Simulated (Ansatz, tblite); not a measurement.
Removing an electron: BBr3. The state is a singlet with charge 0. Geometry: PBE0-D4/def2-SVP. Ansatz, gas phase; energy differences of separate SCF runs; the oxidised species was run as a doublet alone.

```xyz
4

B    -0.001   -0.001    0.000
Br    0.264   -0.363   -1.845
Br    1.177   -0.743    1.292
Br   -1.441    1.107    0.553
```

The xTB rows come from tblite.

```
               level  −HOMO (eV)  vertical IE (eV)  −LUMO (eV)  HOMO–LUMO gap (eV)
            GFN1-xTB       11.78             15.82        7.52                4.27
            GFN2-xTB       12.38             15.43        8.65                3.73
        HF/def2-TZVP       11.23             10.22       -1.49               12.72
    PBE-D4/def2-TZVP        7.01              9.83        2.93                4.08
   BLYP-D4/def2-TZVP        6.82              9.66        2.73                4.09
 r2SCAN-D4/def2-TZVP        7.35             10.11        2.72                4.63
r2SCANh-D4/def2-TZVP        7.82             10.26        2.43                5.40
   PBE0-D4/def2-TZVP        8.31             10.32        2.11                6.20
r2SCAN0-D4/def2-TZVP        8.53             10.49        1.98                6.55
   ωB97M-V/def2-TZVP       10.50             10.69        0.08               10.42
```

 Raw xTB energy differences between charge states are shifted by several eV; the methods need an empirical correction for them.
